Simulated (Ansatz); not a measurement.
C3H6AlI (`C=C(I)[CH2][AlH2]`) at its PBE0-D4/def2-TZVP geometry, where that method's forces vanish. Charge 0, multiplicity 1. I: def2 effective core potential.

```xyz
11

C     0.1521   -2.0004    0.0971
C    -0.2220   -0.7753   -0.2302
I     0.0634   -0.1324   -2.2606
C    -0.6700    0.3742    0.5689
Al    0.4995    1.8449   -0.1345
H     0.5706   -2.7072   -0.6050
H     0.0371   -2.3158    1.1302
H    -1.6963    0.6534    0.3051
H    -0.6244    0.1436    1.6366
H    -0.1734    3.2025   -0.6090
H     2.0633    1.7127    0.1014
```

(1) What forces (eV/Å) does ωB97M-V/def2-TZVPP give on these atoms in Ansatz? (Best estimate.)

Answers

(1) Ansatz gave: 
```
C1  -0.021  0.012  0.055
C2   0.124 -0.302 -0.204
I3  -0.013 -0.063 -0.024
C4  -0.093  0.279  0.197
Al5  0.052  0.145  0.076
H6  -0.040  0.067  0.031
H7   0.012  0.035 -0.081
H8   0.068 -0.052  0.016
H9  -0.009  0.017 -0.077
H10  0.075 -0.144  0.043
H11 -0.155  0.006 -0.032
```
